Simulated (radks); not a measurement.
The nuclear charge of neutral chromium is varied continuously with 24 electrons held in [Ar] 3d5 4s1. All-electron calculation, non-relativistic Kohn-Sham, SCAN, spin-unpolarised, spherical densities, point nucleus; meta-GGA in the generalised Kohn-Sham scheme. Program: a radial shooting solver on a logarithmic mesh with Libxc functionals. By the Hellmann-Feynman theorem dE/dZ = E(electron-nucleus)/Z, the electronic potential at the nucleus.

Z     E (hartree)  E(electron-nucleus)/Z (hartree)  HOMO  e(HOMO) (eV)  <r> HOMO (bohr)
23.8  -1023.73372                         -102.231    3d        -1.231            1.616
24    -1044.29449                         -103.380    3d        -2.906            1.504
24.2  -1065.08541                         -104.523    3d        -4.866            1.416
24.4  -1086.10345                         -105.662    4s        -6.732            3.193
24.6  -1107.34982                         -106.796    4s        -8.309            3.067
24.8  -1128.82211                         -107.928    4s        -9.995            2.953
25    -1150.52073                         -109.056    4s       -11.785            2.850

The central difference of E at Z = 24 is -103.379 hartree, to compare with the third column; the second derivative is -5.75 hartree.
